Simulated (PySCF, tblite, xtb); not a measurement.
Dissociation curve of AgH, singlet.

- RHF/STO-3G = restricted Hartree-Fock/STO-3G (PySCF)
- GFN2-xTB, 300 K electronic temperature (tblite)
- GFN1-xTB (xtb)
- UCCSD(T) = CCSD(T) on UHF/def2-TZVP, def2 effective core potentials past Kr (PySCF)

Energies relative to the lowest point of each curve near equilibrium, in kJ/mol; the last columns give the difference from UCCSD(T):

```json
[
 {"R / Å": "1.28", "RHF/STO-3G": "20.4", "GFN2-xTB": "41.4", "GFN1-xTB": "113.1", "UCCSD(T)": "103.3", "RHF/STO-3G − UCCSD(T)": "-82.9", "GFN2-xTB − UCCSD(T)": "-61.9", "GFN1-xTB − UCCSD(T)": "9.8"},
 {"R / Å": "1.39", "RHF/STO-3G": "0.0", "GFN2-xTB": "10.7", "GFN1-xTB": "30.8", "UCCSD(T)": "37.0", "RHF/STO-3G − UCCSD(T)": "-37.0", "GFN2-xTB − UCCSD(T)": "-26.3", "GFN1-xTB − UCCSD(T)": "-6.2"},
 {"R / Å": "1.44", "RHF/STO-3G": "1.1", "GFN2-xTB": "4.2", "GFN1-xTB": "13.7", "UCCSD(T)": "19.9", "RHF/STO-3G − UCCSD(T)": "-18.8", "GFN2-xTB − UCCSD(T)": "-15.7", "GFN1-xTB − UCCSD(T)": "-6.2"},
 {"R / Å": "1.53", "RHF/STO-3G": "13.5", "GFN2-xTB": "0.0", "GFN1-xTB": "0.8", "UCCSD(T)": "3.4", "RHF/STO-3G − UCCSD(T)": "10.1", "GFN2-xTB − UCCSD(T)": "-3.4", "GFN1-xTB − UCCSD(T)": "-2.6"},
 {"R / Å": "1.58", "RHF/STO-3G": "24.6", "GFN2-xTB": "0.6", "GFN1-xTB": "0.0", "UCCSD(T)": "0.2", "RHF/STO-3G − UCCSD(T)": "24.4", "GFN2-xTB − UCCSD(T)": "0.4", "GFN1-xTB − UCCSD(T)": "-0.2"},
 {"R / Å": "1.62", "RHF/STO-3G": "35.2", "GFN2-xTB": "2.3", "GFN1-xTB": "1.5", "UCCSD(T)": "0.0", "RHF/STO-3G − UCCSD(T)": "35.2", "GFN2-xTB − UCCSD(T)": "2.3", "GFN1-xTB − UCCSD(T)": "1.5"},
 {"R / Å": "1.66", "RHF/STO-3G": "47.0", "GFN2-xTB": "4.7", "GFN1-xTB": "4.4", "UCCSD(T)": "1.4", "RHF/STO-3G − UCCSD(T)": "45.5", "GFN2-xTB − UCCSD(T)": "3.3", "GFN1-xTB − UCCSD(T)": "3.0"},
 {"R / Å": "1.71", "RHF/STO-3G": "63.3", "GFN2-xTB": "8.7", "GFN1-xTB": "9.7", "UCCSD(T)": "5.2", "RHF/STO-3G − UCCSD(T)": "58.1", "GFN2-xTB − UCCSD(T)": "3.5", "GFN1-xTB − UCCSD(T)": "4.5"},
 {"R / Å": "1.78", "RHF/STO-3G": "88.5", "GFN2-xTB": "15.7", "GFN1-xTB": "19.3", "UCCSD(T)": "13.1", "RHF/STO-3G − UCCSD(T)": "75.4", "GFN2-xTB − UCCSD(T)": "2.6", "GFN1-xTB − UCCSD(T)": "6.2"},
 {"R / Å": "1.87", "RHF/STO-3G": "124.1", "GFN2-xTB": "26.5", "GFN1-xTB": "34.6", "UCCSD(T)": "26.4", "RHF/STO-3G − UCCSD(T)": "97.7", "GFN2-xTB − UCCSD(T)": "0.1", "GFN1-xTB − UCCSD(T)": "8.2"},
 {"R / Å": "2.03", "RHF/STO-3G": "193.4", "GFN2-xTB": "49.3", "GFN1-xTB": "66.6", "UCCSD(T)": "54.3", "RHF/STO-3G − UCCSD(T)": "139.1", "GFN2-xTB − UCCSD(T)": "-5.1", "GFN1-xTB − UCCSD(T)": "12.2"},
 {"R / Å": "2.18", "RHF/STO-3G": "262.7", "GFN2-xTB": "74.8", "GFN1-xTB": "99.2", "UCCSD(T)": "83.3", "RHF/STO-3G − UCCSD(T)": "179.4", "GFN2-xTB − UCCSD(T)": "-8.5", "GFN1-xTB − UCCSD(T)": "15.9"},
 {"R / Å": "2.43", "RHF/STO-3G": "381.6", "GFN2-xTB": "123.3", "GFN1-xTB": "156.1", "UCCSD(T)": "127.3", "RHF/STO-3G − UCCSD(T)": "254.3", "GFN2-xTB − UCCSD(T)": "-4.0", "GFN1-xTB − UCCSD(T)": "28.8"},
 {"R / Å": "2.69", "RHF/STO-3G": "503.6", "GFN2-xTB": "179.1", "GFN1-xTB": "214.6", "UCCSD(T)": "164.9", "RHF/STO-3G − UCCSD(T)": "338.7", "GFN2-xTB − UCCSD(T)": "14.2", "GFN1-xTB − UCCSD(T)": "49.7"},
 {"R / Å": "2.92", "RHF/STO-3G": "604.6", "GFN2-xTB": "230.7", "GFN1-xTB": "261.2", "UCCSD(T)": "189.4", "RHF/STO-3G − UCCSD(T)": "415.3", "GFN2-xTB − UCCSD(T)": "41.3", "GFN1-xTB − UCCSD(T)": "71.9"},
 {"R / Å": "3.25", "RHF/STO-3G": "730.6", "GFN2-xTB": "303.7", "GFN1-xTB": "313.5", "UCCSD(T)": "208.3", "RHF/STO-3G − UCCSD(T)": "522.3", "GFN2-xTB − UCCSD(T)": "95.4", "GFN1-xTB − UCCSD(T)": "105.2"},
 {"R / Å": "3.52", "RHF/STO-3G": "813.1", "GFN2-xTB": "357.8", "GFN1-xTB": "342.4", "UCCSD(T)": "214.5", "RHF/STO-3G − UCCSD(T)": "598.6", "GFN2-xTB − UCCSD(T)": "143.3", "GFN1-xTB − UCCSD(T)": "127.9"},
 {"R / Å": "3.92", "RHF/STO-3G": "901.2", "GFN2-xTB": "419.9", "GFN1-xTB": "—", "UCCSD(T)": "217.8", "RHF/STO-3G − UCCSD(T)": "683.4", "GFN2-xTB − UCCSD(T)": "202.0", "GFN1-xTB − UCCSD(T)": "—"},
 {"R / Å": "4.34", "RHF/STO-3G": "958.0", "GFN2-xTB": "457.7", "GFN1-xTB": "—", "UCCSD(T)": "218.9", "RHF/STO-3G − UCCSD(T)": "739.1", "GFN2-xTB − UCCSD(T)": "238.8", "GFN1-xTB − UCCSD(T)": "—"},
 {"R / Å": "4.85", "RHF/STO-3G": "996.4", "GFN2-xTB": "—", "GFN1-xTB": "—", "UCCSD(T)": "219.3", "RHF/STO-3G − UCCSD(T)": "777.2", "GFN2-xTB − UCCSD(T)": "—", "GFN1-xTB − UCCSD(T)": "—"},
 {"R / Å": "5.64", "RHF/STO-3G": "1026.8", "GFN2-xTB": "—", "GFN1-xTB": "—", "UCCSD(T)": "219.4", "RHF/STO-3G − UCCSD(T)": "807.4", "GFN2-xTB − UCCSD(T)": "—", "GFN1-xTB − UCCSD(T)": "—"},
 {"R / Å": "6.43", "RHF/STO-3G": "1044.7", "GFN2-xTB": "—", "GFN1-xTB": "—", "UCCSD(T)": "219.5", "RHF/STO-3G − UCCSD(T)": "825.2", "GFN2-xTB − UCCSD(T)": "—", "GFN1-xTB − UCCSD(T)": "—"}
]
```

RHF/STO-3G is furthest from UCCSD(T) at 6.43 (825.2 kJ/mol, above); its mean absolute difference over the points is 307.5 kJ/mol.

GFN2-xTB is furthest from UCCSD(T) at 4.34 (238.8 kJ/mol, above); its mean absolute difference over the points is 45.9 kJ/mol.

GFN1-xTB is furthest from UCCSD(T) at 3.52 (127.9 kJ/mol, above); its mean absolute difference over the points is 27.1 kJ/mol.

A dash means that the run gave no value there, or that the column was ended at a point which the program doubted or which failed a test of continuity chosen for this set; such a test can also cut sound points.

The restricted form behind RHF/STO-3G keeps the bonding electrons paired and can't separate into open-shell fragments. The unrestricted determinant behind UCCSD(T) is spin-contaminated at 2.18 to 6.43 Å (<S²> up to 1.0, against 0.00 for a pure singlet).
